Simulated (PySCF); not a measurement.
## Simulated absorption spectrum

Compound: GeFCl3.
SMILES: `[F][Ge]([Cl])([Cl])[Cl]`

Method used: PySCF, TDDFT B3LYP/def2-SVPD, vertical, gas phase, core orbitals frozen in the response. Geometry: PBE0-D3(BJ)/def2-SVP; no solvent, vibrations or thermal averaging. Relativistic effects, spin–orbit coupling among them, are left out although an element past zinc is present.

Computed states:

```
state  E (eV)       f
   S1    5.72  0.0000
   S2    5.96   0.012
   S3    5.96   0.011
   S4    6.42   0.036
   S5    6.44   0.037
   S6    6.56   0.024
   S7    7.89   0.079
   S8    7.89   0.080
   S9    8.31  0.0000
  S10    8.56  0.0004
  S11    8.57  0.0003
  S12    8.78   0.031
  S13    8.79   0.031
  S14    8.83  0.0003
```

Broadening: Gaussians 0.3 eV wide at half height, area fixed by f = 4.319×10⁻⁹ ∫ε dν̃. The width is an assumption, not a result. The curve ends short of the highest state used, and states not computed would add to its high-energy end.

Task: What does the envelope look like, and where are its maxima?

Result: 
E (eV), ε (L mol⁻¹ cm⁻¹) and a bar:
```
     5.27          0 
     5.33          0 
     5.38          0 
     5.43          0 
     5.49          2 
     5.54          9 
     5.59         31 
     5.65        109 
     5.70        261 #
     5.75        535 #
     5.81       1036 ##
     5.86       1517 ###
     5.92       1958 ####
     5.97       2049 ####
     6.02       1861 ####
     6.08       1455 ###
     6.13       1247 ###
     6.18       1435 ###
     6.24       2424 #####
     6.29       3871 ########
     6.35       5930 #############
     6.40       7326 ###############
     6.45       7923 #################
     6.51       7347 ################
     6.56       6030 #############
     6.61       4402 #########
     6.67       2594 #####
     6.72       1471 ###
     6.78        637 #
     6.83        276 #
     6.88        105 
     6.94         27 
     6.99          8 
     7.04          2 
     7.10          0 
     7.15          0 
     7.21          0 
     7.26          0 
     7.31          0 
     7.37          4 
     7.42         17 
     7.47         66 
     7.53        277 #
     7.58        772 ##
     7.64       2155 #####
     7.69       4279 #########
     7.74       7284 ###############
     7.80      11255 ########################
     7.85      13653 #############################
     7.90      14198 ##############################
     7.96      12143 ##########################
     8.01       8998 ###################
     8.07       5125 ###########
     8.12       2707 ######
     8.17       1226 ###
     8.23        389 #
```

Maxima: 208 nm (5.96 eV), ε about 2100, made up of S2 (50%) and S3 (49%); 192 nm (6.46 eV), ε about 7900, made up of S4 (39%), S5 (41%) and S6 (20%); 157 nm (7.89 eV), ε about 14000, made up of S7 (50%) and S8 (50%) (ε in L mol⁻¹ cm⁻¹; maxima over ε = 5, shares over 10%).

Task: What would ε be at 7.89 eV, the highest of these maxima, with half the width (0.15 eV)?

Result: About 28500 L mol⁻¹ cm⁻¹ against 14300, a factor of about 2.00; a lone state at its own centre would give exactly 2.

Task: Coming from long wavelengths, where does ε first pass 100 L mol⁻¹ cm⁻¹?

Result: At about 220 nm (5.65 eV), 0.08 eV below S1.

Task: On this curve, what absorbance would a 10⁻⁴ mol/L sample give at 193 nm over a 1 cm path?

Result: 193 nm is 6.424 eV, where ε is about 7700 L mol⁻¹ cm⁻¹, so A = ε c l ≈ 0.77 (Beer–Lambert, with the gas-phase spectrum and the assumed width).
